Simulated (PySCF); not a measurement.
# Adding and removing an electron: HgI

UHF; basis Hg def2-SVP with ECP60, I def2-SVP with ECP28; scalar-relativistic core potentials; PySCF 2.14. Neutral (UHF): doublet (σ ↑), Re = 2.845 Å, ωe = 107 cm⁻¹, De = 0.12 eV, HOMO -8.88 eV, LUMO -1.21 eV.

HgI⁺ (RHF): singlet (closed shell), Re = 2.620 Å, ωe = 190 cm⁻¹, De = 0.44 eV to Hg⁺ + I. The energies at the minima are -449.20438 hartree for HgI and -448.90336 for HgI⁺.

Task: Work out the adiabatic ionisation energy, without and with harmonic zero-point energies (1 hartree = 27.2114 eV, 1 eV = 8065.5 cm⁻¹), and the change of the bond length.

Result: At HF: 0.30102 hartree = 8.191 eV between the minima; the zero-point term (190.0 − 107.0)/2 cm⁻¹ = +0.005 eV makes it 8.196 eV. Re changes by -22.5 pm against the neutral. The electron leaves a σ orbital; in so polar a molecule the change of length follows mostly from the change of the ionic charges.

These are scalar-relativistic numbers at best; spin–orbit coupling would shift them, the dissociation energy most. For an ion De counts to the pair picked by the measured ionisation energies or electron affinities, which need not be the lowest pair at this level. Where the molecule has an RHF reference, its open-shell atoms are computed with UHF. Hartree–Fock leaves out correlation, which carries a large part of most bond energies and some tenths to 1 eV of ionisation energies. States were picked by a PBE0 search and need not be the measured ground states.

Neutral and ion stand on different kinds of reference determinant, which adds to the error of the difference.
